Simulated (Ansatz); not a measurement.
Z-matrix (Å, degrees):
```
C
N 1 1.488
C 1 1.461 2 50.7
S 1 1.810 2 117.3 3 91.4
H 1 1.081 2 121.3 3 -114.9
Ga 3 1.996 1 111.0 2 136.2
H 4 1.348 1 97.6 2 27.7
H 6 1.557 3 113.6 1 71.5
H 6 1.559 3 117.1 1 -115.6
```

Charge 0, multiplicity 1.

List the PBE0/def2-TZVPP orbital energies in eV (Ansatz). (Best estimate.)

The calculation gave: Occupied: -10147.50, -2423.44, -1253.36, -1109.53, -1109.45, -1109.42, -392.36, -280.10, -279.61, -218.75, -162.59, -162.50, -162.40, -151.62, -104.61, -104.40, -104.31, -28.43, -23.72, -23.62, -23.53, -23.50, -23.45, -21.87, -17.35, -15.79, -13.32, -12.95, -12.37, -11.30, -9.81, -9.12, -8.68, -8.55, -6.91. Lowest empty: -1.77, -0.85, -0.18, 0.90, 1.22, 1.70, 2.34, 2.47.
